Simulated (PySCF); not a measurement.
Isomers of [C6H13NP]+ (charge +1), from PBE0-D3(BJ)/def2-SVP geometry optimisation, gas phase in PySCF 2.14.0. One conformer each, no zero-point energy, no frequencies.

Task: Which isomer lies lower at this level?
A. `[CH3:1][CH2:2][P+:3]1([N:4]([CH3:5])[CH3:6])[CH:7]=[CH:8]1` (charge +1) with C1–C2–P3–N4 -172°, C2–P3–N4–C5 -30°: A = 2570, B = 1404, C = 1003 MHz, dipole 0.56 D
B. `[CH3:1][NH:2][P+:3]1([CH3:4])[CH2:5][CH:6]=[CH:7][CH2:8]1` (charge +1) with C1–N2–P3–C4 -54°, N2–P3–C5–C6 -100°, P3–C5–C6–C7 -14°, C6–C7–C8–P3 14°, N2–P3–C8–C7 93°: A = 2653, B = 1331, C = 1233 MHz, dipole 1.23 D

Result: B. That is `CN[P+]1(C)CC=CC1`, 52.8 kcal/mol below the other.

| SMILES | mapped SMILES | E (Eh) | relative (kcal/mol) | relative (kJ/mol) | dipole about centre of mass (D) |
| --- | --- | --- | --- | --- | --- |
| CN[P+]1(C)CC=CC1 | [CH3:1][NH:2][P+:3]1([CH3:4])[CH2:5][CH:6]=[CH:7][CH2:8]1 | -631.56908 | 0.0 | 0.0 | 1.23 |
| CC[P+]1(N(C)C)C=C1 | [CH3:1][CH2:2][P+:3]1([N:4]([CH3:5])[CH3:6])[CH:7]=[CH:8]1 | -631.48491 | 52.8 | 221.0 | 0.56 |

As drawn, the lower has an N–H bond, which the higher lacks; the higher has a three-membered ring, which the lower lacks.
